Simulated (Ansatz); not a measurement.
Geometry optimisation, Ansatz 0.2.0, RKS PBE-D4/def2-SVP.

Input:

```yaml
crystal:
  periodic: [false, false, false]
  atoms:
    - { symbol: Si, position_ang: [-0.83114, 1.01115, -0.39192] }
    - { symbol: O, position_ang: [0.47343, 0.27405, 0.20872] }
    - { symbol: Sb, position_ang: [1.41887, -1.41213, -0.16584] }
    - { symbol: H, position_ang: [-1.99814, 0.12644, -0.34471] }
    - { symbol: H, position_ang: [-0.59038, 1.38868, -1.78842] }
    - { symbol: H, position_ang: [-0.94326, 2.15611, 0.50185] }
    - { symbol: H, position_ang: [2.59787, -0.50833, -0.98811] }
    - { symbol: H, position_ang: [0.6075, -1.59679, -1.65578] }
basis:
  gaussian: { orbitals: def2-SVP }
hamiltonian:
  xc: pbe
  dispersion: d4
relax:
  f_tol: 0.015
  max_steps: 40
output:
  orbitals: {}
```

Command:

```bash
$ ansatz run input.yaml --threads 1 --pin off --max-ram 2048MiB --backend cpu --events-out ev --progress --plain --runs-dir out
```

Question: Where does it end, and by what steps?

Answer: The run converged. The force dipped under the threshold on the way, but the program's further checks kept it going. After 17 steps the energy has fallen by 0.326 eV; H7 moved furthest, 0.83 Å.

| step | energy less start (eV) | largest force component (eV/Å) | accepted |
| --- | --- | --- | --- |
| 0 | 0.0000 | 1.278 | yes |
| 1 | -0.2433 | 0.849 | yes |
| 2 | -0.2790 | 0.285 | yes |
| 3 | -0.2833 | 0.095 | yes |
| 4 | -0.2937 | 0.056 | yes |
| 5 | -0.2957 | 0.131 | yes |
| 6 | -0.2990 | 0.077 | yes |
| 7 | -0.3084 | 0.026 | yes |
| 8 | -0.3102 | 0.337 | yes |
| 9 | -0.2899 | 0.321 | no |
| 10 | -0.3207 | 0.030 | yes |
| 11 | -0.3226 | 0.069 | yes |
| 12 | -0.3239 | 0.057 | yes |
| 13 | -0.3245 | 0.059 | yes |
| 14 | -0.3251 | 0.068 | yes |
| 15 | -0.3248 | 0.124 | no |
| 16 | -0.3256 | 0.014 | yes |
| 17 | -0.3257 | 0.013 | yes |

```xyz
8
Properties=species:S:1:pos:R:3
Si -0.703 1.052 -0.359
O 0.447 0.209 0.525
Sb 1.654 -1.255 -0.180
H -1.762 0.127 -0.912
H -0.079 1.787 -1.522
H -1.348 2.047 0.565
H 2.109 -0.429 -1.656
H 0.417 -2.099 -1.086
```

Whether the end is a true minimum wasn't checked by a vibrational analysis.

Time of the run: 65 s on 1 thread of Intel(R) Xeon(R) Processor @ 2.70GHz (shared host), peak memory 0.14 GiB.
